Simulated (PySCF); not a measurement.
# AlSb: a composite coupled-cluster calculation

State: ³Σ⁻, triplet, unpaired electrons π ↑↑. De refers to Al + Sb. ROHF-based CCSD(T) in PySCF 2.14 with Al aug-cc-pV(D+d)Z, Sb cc-pwCVDZ-PP with ECP28 and Al aug-cc-pV(T+d)Z, Sb cc-pwCVTZ-PP with ECP28 (frozen core orbitals: 9; scalar-relativistic core potentials). Correlation energies are extrapolated as n⁻³ (n = 2, 3), Hartree–Fock as (n+1)·exp(−9√n).

| Level | Re (Å) | ωe (cm⁻¹) | ωexe (cm⁻¹) | αe (cm⁻¹) | De (eV) |
| --- | --- | --- | --- | --- | --- |
| CCSD(T)/DZ | 2.7759 | 249.0 | 0.937 | 0.000512 | 1.432 |
| CCSD(T)/TZ | 2.7473 | 257.7 | 0.883 | 0.000497 | 1.725 |
| HF/CBS | 2.7717 | 255.3 | 0.726 | 0.000455 | 0.841 |
| MP2/CBS | 2.7231 | 266.9 | 0.799 | 0.000475 | 1.765 |
| CCSD/CBS | 2.7346 | 263.5 | 0.835 | 0.000484 | 1.719 |
| CCSD(T)/CBS | 2.7376 | 261.0 | 0.864 | 0.000493 | 1.835 |

**Question.** How much is left between CCSD(T)/TZ and the basis-set limit, and how much do the triples give at the limit?

**Answer.** CCSD(T)/CBS less CCSD(T)/TZ: -9.7 mÅ in Re, +3.3 cm⁻¹ in ωe and +0.110 eV in De. CCSD(T)/CBS less CCSD/CBS: +3.0 mÅ in Re, -2.5 cm⁻¹ in ωe and +0.116 eV in De.

The T1 diagnostic is 0.017. The state was picked by a PBE0 search and need not be the measured ground state. Spin–orbit coupling, excitations beyond (T) and corrections to the Born–Oppenheimer picture are left out, and spin–orbit coupling matters for open p, d or f shells this heavy.

The whole job (state search and all basis sets along the bond) took about 10 min on 4 threads of AMD EPYC 9R45 96-Core (shared host), peak memory 14 GiB.
